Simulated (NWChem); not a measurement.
System: Au2; SMILES [Au][Au]

Input file for NWChem:

```
start job
memory heap 200 mb stack 900 mb global 1100 mb
geometry units angstroms
  Au     0.000000     0.000000    -1.269945
  Au     0.000000     0.000000     1.269945
end
basis spherical
  * library def2-svp
end
ecp
  Au library def2-ecp
end
dft
  xc becke88 lyp
  iterations 150
end
driver
  maxiter 120
end
task dft optimize
dft
  grid fine
  convergence energy 1d-8 density 1d-7
end
task dft freq numerical
```

Excerpt of the output:

```
             Northwest Computational Chemistry Package (NWChem) 7.3.0
             --------------------------------------------------------

 ORDER OF PRIMARY AXIS IS BEING SET TO 4
 D4H symmetry detected

                             Geometry "geometry" -> ""
                             -------------------------

 Output coordinates in angstroms (scale by  1.889725989 to convert to a.u.)

  No.       Tag          Charge          X              Y              Z
 ---- ---------------- ---------- -------------- -------------- --------------
    1 Au                  79.0000     0.00000000     0.00000000    -1.26994500
    2 Au                  79.0000     0.00000000     0.00000000     1.26994500

 Effective nuclear repulsion energy (a.u.)    1300.2906468418

      Symmetry information
      --------------------

 Group name             D4h
 Group number             28
 Group order              16
 No. of unique centers     1

                                Z-matrix (autoz)
                                --------

 Units are Angstrom for bonds and degrees for angles

      Type          Name      I     J     K     L     M      Value
      ----------- --------  ----- ----- ----- ----- ----- ----------
    1 Stretch                  1     2                       2.53989

                           NWChem Geometry Optimization
                           ----------------------------

 maximum gradient threshold         (gmax) =   0.000450
 rms gradient threshold             (grms) =   0.000300
 maximum cartesian step threshold   (xmax) =   0.001800
 rms cartesian step threshold       (xrms) =   0.001200
 fixed trust radius                (trust) =   0.300000
 source of zmatrix                         =   autoz

          -------------------
          Energy Minimization
          -------------------

 Using diagonal initial Hessian
 Scaling for Hessian diagonals: bonds = 1.00  angles = 0.25  torsions = 0.10

          --------
          Step   0

                                 NWChem DFT Module
                                 -----------------

 Summary of "ao basis" -> "ao basis" (spherical)
 ------------------------------------------------------------------------------
       Tag                 Description            Shells   Functions and Types
 ---------------- ------------------------------  ------  ---------------------
 Au                         def2-svp                12       32   6s3p2d1f

      Symmetry analysis of basis
      --------------------------

        a1g        12
        a1u         0
        a2g         0
        a2u        12
        b1g         3
        b1u         3
        b2g         3
        b2u         3
        eg         14
        eu         14

            General Information
            -------------------
          SCF calculation type: DFT
          Wavefunction type:  closed shell.
          No. of atoms     :     2
          No. of electrons :    38
           Alpha electrons :    19
            Beta electrons :    19
          Charge           :     0
          Spin multiplicity:     1
          Use of symmetry is: on ; symmetry adaption is: on
          Maximum number of iterations: 150
          AO basis - number of functions:    64
                     number of shells:    24
          Convergence on energy requested:  1.00D-06
          Convergence on density requested:  1.00D-05
          Convergence on gradient requested:  5.00D-04

              XC Information
              --------------
                    Becke 1988 Exchange Functional  1.000
              Lee-Yang-Parr Correlation Functional  1.000

             Grid Information
             ----------------
          Grid used for XC integration:  medium
          Radial quadrature: Mura-Knowles
          Angular quadrature: Lebedev.
          Tag              B.-S. Rad. Rad. Pts. Rad. Cut. Ang. Pts.
          ---              ---------- --------- --------- ---------
          Au                  1.35      123          11.0       590
          Grid pruning is: on
          Number of quadrature shells:   123
          Spatial weights used:  Erf1

      Superposition of Atomic Density Guess
      -------------------------------------

 Sum of atomic energies:        -304.88818528

      Non-variational initial energy
      ------------------------------

 Total energy =    -269.209159
 1-e energy   =    -624.367852
 2-e energy   =     279.945598
 HOMO         =      -0.438451
 LUMO         =      -0.182233

      Symmetry analysis of molecular orbitals - initial
      -------------------------------------------------

 !! scf_movecs_sym_adapt:   12 vectors were symmetry contaminated

  Symmetry fudging

 !! scf_movecs_sym_adapt:   10 vectors were symmetry contaminated

  Numbering of irreducible representations:

     1 a1g         2 a1u         3 a2g         4 a2u         5 b1g
     6 b1u         7 b2g         8 b2u         9 eg         10 eu

  Orbital symmetries:

[...]

      ----------------------
      Optimization converged
      ----------------------

  Step       Energy      Delta E   Gmax     Grms     Xrms     Xmax
  ---- ---------------- -------- -------- -------- -------- --------
@    3    -271.45398887 -2.4D-08  0.00000  0.00000  0.00025  0.00043
                                     ok       ok       ok       ok

                                Z-matrix (autoz)
                                --------

 Units are Angstrom for bonds and degrees for angles

      Type          Name      I     J     K     L     M      Value     Gradient
      ----------- --------  ----- ----- ----- ----- ----- ---------- ----------
    1 Stretch                  1     2                       2.58040   -0.00000

                         Geometry "geometry" -> "geometry"
                         ---------------------------------

 Output coordinates in angstroms (scale by  1.889725989 to convert to a.u.)

  No.       Tag          Charge          X              Y              Z
 ---- ---------------- ---------- -------------- -------------- --------------
    1 Au                  79.0000     0.00000000     0.00000000    -1.29019854
    2 Au                  79.0000     0.00000000     0.00000000     1.29019854

 Effective nuclear repulsion energy (a.u.)    1279.8786789800

      Symmetry information
      --------------------

 Group name             D4h
 Group number             28
 Group order              16
 No. of unique centers     1

                Final and change from initial internal coordinates
                --------------------------------------------------

                                Z-matrix (autoz)
                                --------

 Units are Angstrom for bonds and degrees for angles

      Type          Name      I     J     K     L     M      Value       Change
      ----------- --------  ----- ----- ----- ----- ----- ---------- ----------
    1 Stretch                  1     2                       2.58040    0.04051

 ==============================================================================
                                internuclear distances
 ------------------------------------------------------------------------------
       center one      |      center two      | atomic units |  angstroms
 ------------------------------------------------------------------------------
    2 Au               |   1 Au               |     4.87624  |     2.58040
 ------------------------------------------------------------------------------
                         number of included internuclear distances:          1
 ==============================================================================

[second-derivative integrals and response iterations left out]

  Vibrational analysis via the FX method

  See chapter 2 in "Molecular Vibrations" by Wilson, Decius and Cross

  Vib: Default input used

[...]

 Rotational Constants
 --------------------
 A=   0.000000 cm-1  (  0.000000 K)
 B=   0.025708 cm-1  (  0.036987 K)
 C=   0.025708 cm-1  (  0.036987 K)

 Temperature                      =   298.15K
 frequency scaling parameter      =   1.0000

 Linear Molecule

 Zero-Point correction to Energy  =    0.227 kcal/mol  (  0.000361 au)
 Thermal correction to Energy     =    2.101 kcal/mol  (  0.003349 au)
 Thermal correction to Enthalpy   =    2.694 kcal/mol  (  0.004292 au)

 Total Entropy                    =   64.827 cal/mol-K
   - Translational                =   43.785 cal/mol-K (mol. weight = 393.9332)
   - Rotational                   =   18.476 cal/mol-K (symmetry #  =        2)
   - Vibrational                  =    2.566 cal/mol-K

 Cv (constant volume heat capacity) =    6.858 cal/mol-K
   - Translational                  =    2.979 cal/mol-K
   - Rotational                     =    1.986 cal/mol-K
   - Vibrational                    =    1.892 cal/mol-K

[normal modes left out]

 ----------------------------------------------------------------------------
 Normal Eigenvalue ||           Projected Infra Red Intensities
  Mode   [cm**-1]  || [atomic units] [(debye/angs)**2] [(KM/mol)] [arbitrary]
 ------ ---------- || -------------- ----------------- ---------- -----------
    1        0.000 ||    0.000000           0.000         0.000       0.177
    2        0.000 ||    0.000000           0.000         0.000       0.177
    3        0.000 ||    0.000000           0.000         0.000       0.177
    4        0.000 ||    0.000000           0.000         0.000       0.177
    5        0.000 ||    0.000000           0.000         0.000      59.293
    6      158.556 ||    0.000000           0.000         0.000       0.000
 ----------------------------------------------------------------------------
```

Level: BLYP/def2-SVP with def2 effective core potentials on Au. def2 effective core potentials on Au; no spin-orbit coupling.
